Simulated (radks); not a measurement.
Coulomb parameter of the 4f shell of the thulium ion Tm2+ in the model configuration [Xe] 4f12 5d1, as a second difference U = [E(n + 0.5) + E(n - 0.5) - 2 E(n)] / (0.5)^2 with all orbitals relaxed. "Bare": the charge of the atom changes with n. "Screened": the 5d shell takes up the change at fixed total charge, which measures U(4f,4f) + U(5d,5d) - 2 U(4f,5d). Calculated with a radial shooting solver on a logarithmic mesh with Libxc functionals: Dirac Kohn-Sham, BLYP, spin-unpolarised, spherical densities, finite nucleus; open shells are shared between the two j in proportion to 2j + 1; Fermi nuclear charge, rms radius 5.2256 fm.

case               configuration  E - E(n) (eV)
start              [Xe] 4f12 5d1          0.000
bare +0.5        [Xe] 4f12.5 5d1         -9.776
bare -0.5        [Xe] 4f11.5 5d1         14.185
screened +0.5  [Xe] 4f12.5 5d0.5         -3.697
screened -0.5  [Xe] 4f11.5 5d1.5          5.011

U(bare) = 17.636 eV, U(screened by 5d) = 5.256 eV.
